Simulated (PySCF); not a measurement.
Isomers of C2H13N3OSi3, mass 179.037 u with the commonest isotopes. Computed with PBE0/pcSseg-1 in PySCF (dipole) on a GFN2-xTB geometry, gas phase. One conformer each, none proved a minimum here; rigid rotors.

Problem. Order these by rotational constant C, largest first.
A. `[CH3:1][Si:2]1([CH3:3])[NH:4][SiH2:5][NH:6][Si@H:7]([OH:8])[NH:9]1` with N6–Si7–O8–H -62°, C1–Si2–N4–Si5 166°, Si2–N4–Si5–N6 -21°, N4–Si5–N6–Si7 -31°, Si5–N6–Si7–O8 168°
B. `[CH3:1][N:2]1[SiH2:3][NH:4][SiH2:5][CH2:6][NH:7][Si@@H:8]1[OH:9]` with N7–Si8–O9–H -49°, C1–N2–Si3–N4 -178°, N2–Si3–N4–Si5 51°, Si3–N4–Si5–C6 -78°, N4–Si5–C6–N7 59°
C. `[OH:1][Si@H:2]1[NH:3][CH2:4][CH2:5][SiH2:6][NH:7][SiH2:8][NH:9]1` with H–O1–Si2–N3 51°, O1–Si2–N3–C4 46°, Si2–N3–C4–C5 63°, N3–C4–C5–Si6 54°, C4–C5–Si6–N7 -101°
D. `[OH:1][SiH:2]1[NH:3][CH2:4][SiH2:5][NH:6][SiH2:7][CH2:8][NH:9]1` with H–O1–Si2–N3 -168°, O1–Si2–N3–C4 -163°, Si2–N3–C4–Si5 -33°, N3–C4–Si5–N6 -57°, C4–Si5–N6–Si7 98°

Solution. A (636.9 MHz), C (609.5 MHz), B (588.3 MHz), D (565.8 MHz).

Problem. Order these by rotational constant B, smallest first.
A. `[OH:1][Si@@H:2]1[CH2:3][NH:4][CH2:5][SiH2:6][NH:7][SiH2:8][NH:9]1` with H–O1–Si2–C3 61°, O1–Si2–C3–N4 -153°, Si2–C3–N4–C5 -78°, C3–N4–C5–Si6 166°, N4–C5–Si6–N7 -31°
B. `[CH3:1][N:2]1[SiH2:3][NH:4][SiH2:5][CH2:6][NH:7][Si@@H:8]1[OH:9]` with N7–Si8–O9–H -49°, C1–N2–Si3–N4 -178°, N2–Si3–N4–Si5 51°, Si3–N4–Si5–C6 -78°, N4–Si5–C6–N7 59°
C. `[CH3:1][Si:2]1([CH3:3])[NH:4][SiH2:5][NH:6][Si@H:7]([OH:8])[NH:9]1` with N6–Si7–O8–H -62°, C1–Si2–N4–Si5 166°, Si2–N4–Si5–N6 -21°, N4–Si5–N6–Si7 -31°, Si5–N6–Si7–O8 168°

Solution. A (682.5 MHz), C (844.6 MHz), B (932.1 MHz).

Problem. Order these by out-of-plane moment Σ m c² = (Ia + Ib − Ic)/2, smallest first.
A. `[CH3:1][N:2]1[SiH2:3][NH:4][SiH2:5][CH2:6][NH:7][Si@@H:8]1[OH:9]` with N7–Si8–O9–H -49°, C1–N2–Si3–N4 -178°, N2–Si3–N4–Si5 51°, Si3–N4–Si5–C6 -78°, N4–Si5–C6–N7 59°
B. `[OH:1][SiH:2]1[NH:3][CH2:4][SiH2:5][NH:6][SiH2:7][CH2:8][NH:9]1` with H–O1–Si2–N3 -168°, O1–Si2–N3–C4 -163°, Si2–N3–C4–Si5 -33°, N3–C4–Si5–N6 -57°, C4–Si5–N6–Si7 98°
C. `[OH:1][Si@H:2]1[NH:3][CH2:4][CH2:5][SiH2:6][NH:7][SiH2:8][NH:9]1` with H–O1–Si2–N3 51°, O1–Si2–N3–C4 46°, Si2–N3–C4–C5 63°, N3–C4–C5–Si6 54°, C4–C5–Si6–N7 -101°
D. `[CH3:1][Si:2]1([CH3:3])[NH:4][SiH2:5][NH:6][Si@H:7]([OH:8])[NH:9]1` with N6–Si7–O8–H -62°, C1–Si2–N4–Si5 166°, Si2–N4–Si5–N6 -21°, N4–Si5–N6–Si7 -31°, Si5–N6–Si7–O8 168°
E. `[OH:1][Si@@H:2]1[CH2:3][NH:4][CH2:5][SiH2:6][NH:7][SiH2:8][NH:9]1` with H–O1–Si2–C3 61°, O1–Si2–C3–N4 -153°, Si2–C3–N4–C5 -78°, C3–N4–C5–Si6 166°, N4–C5–Si6–N7 -31°

Solution. A (33.57 u·Å²), B (46.91 u·Å²), C (56.57 u·Å²), E (65.24 u·Å²), D (98.46 u·Å²).

```json
{"SMILES": "C[Si]1(C)N[SiH2]N[Si@H](O)N1", "point group": "C1", "Ia (u·Å²)": "392.04", "Ib (u·Å²)": "598.37", "Ic (u·Å²)": "793.49", "κ": "-0.36", "μa (D)": "1.40", "μb (D)": "0.10", "μc (D)": "0.72"}
{"SMILES": "O[SiH]1NC[SiH2]N[SiH2]CN1", "point group": "C1", "Ia (u·Å²)": "390.66", "Ib (u·Å²)": "596.30", "Ic (u·Å²)": "893.13", "κ": "-0.23", "μa (D)": "0.60", "μb (D)": "0.24", "μc (D)": "0.61"}
{"SMILES": "CN1[SiH2]N[SiH2]CN[Si@@H]1O", "point group": "C1", "Ia (u·Å²)": "384.04", "Ib (u·Å²)": "542.17", "Ic (u·Å²)": "859.07", "κ": "-0.05", "μa (D)": "0.75", "μb (D)": "0.51", "μc (D)": "0.76"}
{"SMILES": "O[Si@@H]1CNC[SiH2]N[SiH2]N1", "point group": "C1", "Ia (u·Å²)": "248.43", "Ib (u·Å²)": "740.53", "Ic (u·Å²)": "858.49", "κ": "-0.87", "μa (D)": "0.28", "μb (D)": "1.91", "μc (D)": "1.11"}
{"SMILES": "O[Si@H]1NCC[SiH2]N[SiH2]N1", "point group": "C1", "Ia (u·Å²)": "391.68", "Ib (u·Å²)": "550.58", "Ic (u·Å²)": "829.13", "κ": "-0.09", "μa (D)": "0.12", "μb (D)": "0.89", "μc (D)": "0.30"}
```
